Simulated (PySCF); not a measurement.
A side-by-side comparison of computed properties.

First species: CH7N3Si.
InChI=1S/CH7N3Si/c2-1-5(3)4/h1-2,5H,3-4H2/b2-1-

Second species: C4H4O.
Numbering: `[CH:1]#[C:2][C:3]([CH3:4])=[O:5]` (hydrogens: H6 on C1; H7, H8, H9 on C4)

Levels: PBE0/def2-SVPD for dipole moment, HOMO energy, LUMO energy, HOMO–LUMO gap, static isotropic polarisability and electronic spatial extent ⟨r²⟩ about the centre of nuclear charge; TDDFT PBE0/def2-SVPD for lowest singlet excitation; TDA PBE0/def2-SVPD for lowest triplet excitation (Tamm–Dancoff); GFN2-xTB for rotational constant A and rotational constant C. Geometries: GFN2-xTB. Each structure is a single optimised conformer of the isolated species, non-relativistic unless stated; the electronic structure was computed with PySCF and density fitting.

Dipoles, sizes and rotational constants follow the conformer. The torsions of the flexible species, by atom-mapped SMILES:
- `[H]/[N:1]=[CH:2]\[SiH:3]([NH2:4])[NH2:5]`: N1–C2–Si3–N4 11°, H–N4–Si3–C2 -169°, H–N4–Si3–C2 54°, H–N5–Si3–C2 49°, H–N5–Si3–C2 -172°

Values for the first species:

```
Dipole moment                                                     : 3.35 D
HOMO energy                                                       : -6.86 eV
LUMO energy                                                       : -0.78 eV
HOMO–LUMO gap                                                     : 6.08 eV
Lowest singlet excitation                                         : 4.19 eV
Lowest triplet excitation (Tamm–Dancoff)                          : 3.30 eV
Static isotropic polarisability                                   : 61.9 au
Electronic spatial extent ⟨r²⟩ about the centre of nuclear charge : 585 bohr²
Rotational constant A                                             : 5.528 GHz
Rotational constant C                                             : 2.281 GHz
```

(1) Estimate the same properties for the second species, and the change in each.

## Answers

(1) 
| property | first | second | second less first |
| --- | --- | --- | --- |
| dipole moment | 3.35 D | 3.17 D | -0.18 D |
| HOMO energy | -6.86 eV | -7.96 eV | -1.10 eV |
| LUMO energy | -0.78 eV | -1.85 eV | -1.07 eV |
| HOMO–LUMO gap | 6.08 eV | 6.11 eV | +0.03 eV |
| lowest singlet excitation | 4.19 eV | 3.96 eV | -0.23 eV |
| lowest triplet excitation (Tamm–Dancoff) | 3.30 eV | 3.37 eV | +0.07 eV |
| static isotropic polarisability | 61.9 au | 49.4 au | -12.5 au |
| electronic spatial extent ⟨r²⟩ about the centre of nuclear charge | 585 bohr² | 413 bohr² | -172 bohr² |
| rotational constant A | 5.528 GHz | 10.194 GHz | +4.666 GHz |
| rotational constant C | 2.281 GHz | 2.996 GHz | +0.715 GHz |

On the first: No computed singlet falls in the visible range (750 to 380 nm, 1.65 to 3.26 eV); S1 lies 0.93 eV above its blue end. In atomic units the dipole is 1.32 e·bohr (1 au = 2.5417 D).

On the second: The vertical singlet–triplet gap S1 − T1 is 0.59 eV (TDDFT singlet less Tamm–Dancoff triplet; S1: HOMO→LUMO, weight 0.98; T1: HOMO→LUMO, weight 0.97). The polarisability is 7.32 Å³ as a volume (1 au = 0.148185 Å³), or 1.37 au for each of the 36 electrons.
